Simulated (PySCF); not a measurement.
FIn, SMILES [F][In] (connectivity only; charge and spin as stated), charge +1, multiplicity 2. Geometry: PBE-D3(BJ)/def2-TZVP. The spin state was assumed, not searched. The def2 effective core potentials stand for the cores of In; spin–orbit coupling is left out.

Computed with PBE-D3(BJ)/def2-TZVP (PySCF 2.14.0).

Harmonic wavenumbers (cm⁻¹): 536. Rotational constants (GHz): 8.207 (linear); symmetry number 1.

Task: Work out the zero-point energy and the ideal-gas rigid-rotor harmonic-oscillator thermochemistry at 298.15 K and 1 atm.

Result: ZPE = ½ Σ hcν = ½ × 536 cm⁻¹ = 3.20 kJ/mol. H − E(el) = 12.40 kJ/mol. Entropy in J/(mol K): translation 169.81, rotation 63.43, vibration 2.40, spin 5.76, total 241.42. G − E(el) = -59.58 kJ/mol. Cp = 34.00 J/(mol K).
